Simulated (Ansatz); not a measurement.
Basis sets compared for Ag9⁺. Charge 1, multiplicity 1. Geometry r2SCAN-D4/def2-SVP. Ansatz on 4 threads of Arm Neoverse N1 on a shared host; times are rough, and most runs start from earlier orbitals.

```tsv
atom	x (Å)	y (Å)	z (Å)
Ag1	-0.0121	0.8747	-1.3195
Ag2	-0.1322	0.2685	1.5542
Ag3	2.1179	1.4968	0.4019
Ag4	-1.2328	-1.4877	-0.3724
Ag5	-2.4318	0.9792	0.1071
Ag6	1.5711	-1.1723	-0.1744
Ag7	0.1312	-2.3671	1.8997
Ag8	-0.3568	2.8080	0.5775
Ag9	0.3454	-1.4001	-2.6741
```

In the def2 sets Ag takes a core potential; there is no spin–orbit coupling. The structure comes from a short search, and lower isomers may exist.

```csv
level,functions,energy (Eh),HOMO (eV),LUMO (eV),wall time
PBE-D4/def2-SVP,279,-1322.8535,-8.80,-6.94,22 s
PBE0-D4/def2-SVP,279,-1322.6710,-9.16,-6.14,46 s
```

Problem. Estimate the rows for PBE-D4/def2-TZVP, PBE0-D4/def2-TZVP (with forces).

Solution. 
```tsv
level	functions	energy (Eh)	HOMO (eV)	LUMO (eV)	wall time
PBE-D4/def2-TZVP	360	-1323.2050	-8.81	-6.97	27 s
PBE0-D4/def2-TZVP (with forces)	360	-1323.0071	-9.16	-6.16	86 s
```
